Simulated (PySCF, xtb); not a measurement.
InHCl2, SMILES [Cl][InH][Cl].

GFN2-xTB in xtb 6.7.1 at its own geometry gives an orbital gap of 3.73 eV and a dipole moment of 1.78 D.

Coordinates come from a PBE0-D3(BJ)/def2-TZVP optimisation. The def2 effective core potentials stand for the cores of In; spin–orbit coupling is left out.

**Question.** What does PySCF with M06-2X/def2-TZVPD give? (An estimate is asked for; the answer gives what the named calculation found.)

**Answer.** gap 8.68 eV (levels -10.23 and -1.55 eV), dipole 2.64 D.
